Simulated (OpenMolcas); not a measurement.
**Tc3+: effect of the level shift or regulariser**

```yaml
Program: OpenMolcas 26.06
Basis: ANO-RCC-VQZP [8s7p5d3f2g1h]
Scalar_Hamiltonian: DKH2, point nucleus
Active_space: 4 electrons in 5 orbitals (4d)
State_averaging: 2S+1 = 5 even, 5 roots; 2S+1 = 3 even, 45 roots; 2S+1 = 1 even, 50 roots
Spin-orbit_coupling: state interaction with AMFI integrals over the reference wave functions, term energies averaged over their components
```

Methods on the same reference wave functions:
A. CASSCF
B. MS-CASPT2, IPEA 0.25 Eh, imaginary shift 0.1 Eh (closed shells correlated: 4s 4p)
C. MS-CASPT2, IPEA 0.25 Eh, imaginary shift 0.3 Eh (closed shells correlated: 4s 4p)

Energies in cm-1 above 4d4 5D0.

```tsv
Level	A	B	C
4d4 5D0	0.0	0.0	0.0
4d4 5D1	316	343	343
4d4 5D2	883	935	934
4d4 5D3	1635	1691	1691
4d4 5D4	2521	2560	2560
4d4 3H4	18195	15560	15560
4d4 3P0(1)	18406	14360	14390
4d4 3H5	18914	16370	16370
4d4 3H6	19579	17070	17070
4d4 3P1(1)	20143	16120	16160
4d4 3F3(1) [68 %]	21105	17500	17510
4d4 3F2(1)	21293	17660	17680
4d4 3F4(1) [72 %]	21491	17990	18000
4d4 3P2(1)	22718	18630	18660
4d4 3G3 [68 %]	23491	19850	19860
4d4 3G4	23981	20310	20320
4d4 3G5	24408	20830	20840
4d4 1I6	28145	24460	24460
4d4 3D3	29348	24020	24030
4d4 3D2	29561	24240	24260
4d4 3D1	29930	24630	24640
4d4 1G4(1)	30223	25870	25870
4d4 1S0(1)	34401	28330	28340
4d4 1D2(1)	36222	30020	30070
```

Between B and C the level of the table that moves most is 4d4 1D2(1), by 50 cm-1 (lowest in B, highest in C). Moves below CASPT2's spread within the term are not significant.

From A to B the spin-free energies of the other terms of 4d4 shown, above 5D, scale by factors of 0.79 to 0.86, as is usual when dynamic correlation screens the repulsion within a d or f shell.

The lowest spin-free term lies below A's lowest term by 0.371 hartree in B, 0.371 hartree in C.

CASPT2 does not keep the components of a term degenerate, so their means are used; among the terms shown or strongly mixed into the levels shown the widest spread is 1400 cm-1 (4d4 1I, B). Without dynamic correlation excited terms often stand tens of per cent too high (terms of higher spin than the ground term too low), and those without a measured partner can miss by more than the paired ones (holds for A). The CASPT2 spread within a term exceeds the gap to the next term for 4d4 1I and 4d4 3D, so the order of their levels is uncertain (holds for B; C). Levels of configurations outside the active space are missing. Levels that lie high or do not pair safely by name in every column are left out.

A share in square brackets marks a mixed level and gives the weight of the term that names it, the lowest over the columns. A number in round brackets counts repeated terms of one configuration in the order of the reference energies.
